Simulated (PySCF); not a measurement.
Ga(OH)3 (GaH3O3), SMILES [OH][Ga]([OH])[OH]. Atoms are numbered in the order given.

```xyz
7

Ga     0.0000     0.0000     0.0000
O     -1.6848    -0.5804     0.0000
H     -2.3302     0.1389     0.0000
O      0.3397     1.7493     0.0000
H      1.2854     1.9486     0.0000
O      1.3451    -1.1689     0.0000
H      1.0448    -2.0875     0.0000
```

Geometry optimised at B3LYP-D3(BJ)/def2-SVP. The values are those of a single conformer.

All values below come from IEF-PCM-B3LYP/def2-SVP (PySCF).

The values are the electrostatic part of the solvation free energy, E(continuum) − E(gas) at the gas-phase geometry, in a cavity of scaled van der Waals radii (PySCF's table); cavitation and dispersion terms are not included. A continuum can't describe solvent molecules that bind to the metal. In vacuum the orbital gap is 7.23 eV. The dipole moment in vacuum is 0.00 D.

```
solvent              ε  ΔG(elec) (kcal/mol)  dipole (D)  gap (eV)
---------------  -----  -------------------  ----------  --------
water            78.36                -10.5        0.00      7.39
tetrahydrofuran   7.43                 -8.6        0.00      7.36
1-octanol         9.86                  [?]         [?]       [?]
```

Q: Complete the blanks. (An estimate is asked for; the answer gives what the named calculation found.)

A: 
- 1-octanol, ΔG(elec) (kcal/mol): -9.1
- 1-octanol, dipole (D): 0.00
- 1-octanol, gap (eV): 7.37
